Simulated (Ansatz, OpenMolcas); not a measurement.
# How basis sets differ on CH4AlNO (SMILES C1[NH][AlH][O]1)

CH4AlNO has 8 atoms, charge 0, and is taken as a singlet. As SMILES, `C1[NH][AlH][O]1`. The coordinates come from a PBE0-D4/def2-TZVP relaxation.

Each level gives the dipole moment (D). The values are calculated.

```csv
level,kind,program,value (D)
HF/ANO-RCC-MB (DKH2),Hartree–Fock,OpenMolcas,2.40
HF/STO-3G,Hartree–Fock,Ansatz,2.32
HF/3-21G,Hartree–Fock,Ansatz,2.47
"HF/ANO-XS-VDZP (DKH2, RICD fitting)",Hartree–Fock,OpenMolcas,2.22
HF/def2-SVP,Hartree–Fock,Ansatz,2.23
HF/6-31+G* (spherical functions),Hartree–Fock,Ansatz,2.23
HF/def2-SVPD,Hartree–Fock,OpenMolcas,2.19
HF/aug-cc-pVDZ,Hartree–Fock,Ansatz,2.13
```

The values span 2.13 to 2.47 D. Magnitudes only. Sets without polarisation functions give poor dipoles. Without the sets that lack polarisation functions the rows with a basis span only 2.13 to 2.23 D.
